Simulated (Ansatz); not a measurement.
Basis-set extrapolation for C2H2ClO2Si, SMILES `[C]#C[Si](O)(O)Cl` radical (PBE0-D4/def2-TZVP geometry, frozen core, the Gaussian-basis code of Ansatz). Multiplicity 2, UHF reference.

|  | def2-TZVPP | def2-QZVPP |
| --- | --- | --- |
| HF | -975.218537 | -975.250815 |
| MP2 correlation | -1.003813 | -1.089258 |
| CCSD(T) correlation | -1.102545 | not run |

Energies in hartree. Use E(X) = E(∞) + A·exp(−7.88·√X) for Hartree–Fock and E(X) = E(∞) + B·X^(−2.97) for correlation, with X = 3 and 4, and add CCSD(T) minus MP2 of the smaller set to the MP2 limit.

What is the CCSD(T) energy at the basis-set limit?

HF limit: -975.250815 + (-0.032278) × 0.13774 = -975.25526. MP2 limit: -1.089258 + (-0.085445) × 0.74074 = -1.15255. Higher-order term: -1.102545 − (-1.003813) = -0.09873. Total: -976.50654 hartree, 486.9 kJ/mol below CCSD(T)/def2-TZVPP.

The UHF reference is spin-contaminated (⟨S²⟩ = 1.17, T1 = 0.037).
